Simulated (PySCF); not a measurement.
CH₂NO, SMILES N=C=[OH+], charge +1.

Coordinates come from a B3LYP-D3(BJ)/def2-TZVP optimisation. The isomer is the one that the SMILES or the coordinates give; other isomers of the formula were not compared.

The numbers are results of PBE0/def2-TZVPD run with PySCF, not measurements.

Computed frontier levels, gap, dipole moment and polarisability:
- highest occupied level: -17.19 eV
- lowest empty level: -6.89 eV
- orbital gap: 10.30 eV
- dipole moment about the centre of nuclear charge: 0.390 e·Å
- mean static polarisability: 18.7 bohr³ (2.78 Å³)
- polarisability, principal values: 12.7, 13.4, 30.2 bohr³
